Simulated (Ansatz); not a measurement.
Ideal-gas functions of Cl2H4OSi2 (`O[SiH2][SiH](Cl)Cl`) at 400 K and 1 bar, from an Ansatz frequency run at PBE0-D4/def2-TZVP.

Molar mass 147.11 g/mol, point group C1 (symmetry number 1), electronic degeneracy 1, moments of inertia 222.637, 388.701, 572.181 u Å². Harmonic wavenumbers (cm⁻¹, unscaled): 40, 70, 134, 179, 208, 269, 402, 509, 536, 573, 705, 747, 778, 826, 886, 913, 943, 2208, 2242, 2252, 3908.

Use S(trans) = R[1.5 ln M + 2.5 ln T − 1.1517]; rotational temperatures θ = 24.2544 K / I; S(rot) = R[ln(√π/σ · √(T³/θAθBθC)) + 1.5]; for each mode x = 1.438777 ν̃/T, S = R[x/(eˣ − 1) − ln(1 − e⁻ˣ)] and H = RT x/(eˣ − 1); 1 cm⁻¹ = 0.0119627 kJ/mol; R = 8.31446 J/(mol·K).

By hand: the entropy, in J/(mol·K).

Translation 177.2. Rotation: θ = 0.1089, 0.0624, 0.0424 K, giving 125.8. Vibration, mode by mode: 24.44, 19.80, 14.46, 12.12, 10.92, 8.91, 5.94, 4.36, 4.04, 3.63, 2.50, 2.22, 2.03, 1.77, 1.49, 1.38, 1.27, 0.03, 0.02, 0.02, 0.00, in all 121.3. Electronic 0.0. Sum 424.3 J/(mol·K).

By hand: H − E and G − E in kJ/mol, counted from the electronic energy.

Zero-point energy ½ × 19328 × 0.0119627 = 115.6; thermal vibration 23.7; translation, rotation and pV give 4 RT = 13.3. H − E = 152.6 kJ/mol, and G − E = 152.6 − 400 × 424.3/1000 = -17.1 kJ/mol.

Vibration gives 29 % of the entropy, 58.7 J/(mol·K) of it from the modes under 150 cm⁻¹: soft modes count most, and the harmonic formula is weakest for them. The sum counts one conformer and one mirror image; others add a mixing term.
